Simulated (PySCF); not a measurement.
MoO2FCl, SMILES [Cl][Mo](=[O])(=[O])[F], multiplicity 1.

Geometry: B3LYP-D3(BJ)/def2-SVP. The multiplicity is an assumed one; no other spin state was optimised. The structure was generated by enumeration; whether it is a known compound was not checked. The def2 effective core potentials stand for the cores of Mo; spin–orbit coupling is left out.

Level of theory: PBE/def2-TZVP (PySCF).

Isolated molecule, no solvent.

Q: Estimate the frontier levels, gap, dipole moment and polarisability. (An estimate is asked for; the answer gives what the named calculation found.)

A: 
- highest occupied level = -8.39 eV
- lowest empty level = -4.35 eV
- orbital gap = 4.04 eV
- dipole moment = 1.04 D
- quadrupole, principal values (traceless, Buckingham form, about the centre of nuclear charge) = -1.18, -0.91, 2.08 D·Å
- mean static polarisability = 54.3 bohr³ (8.05 Å³)
- polarisability, principal values = 46.2, 50.8, 65.8 bohr³
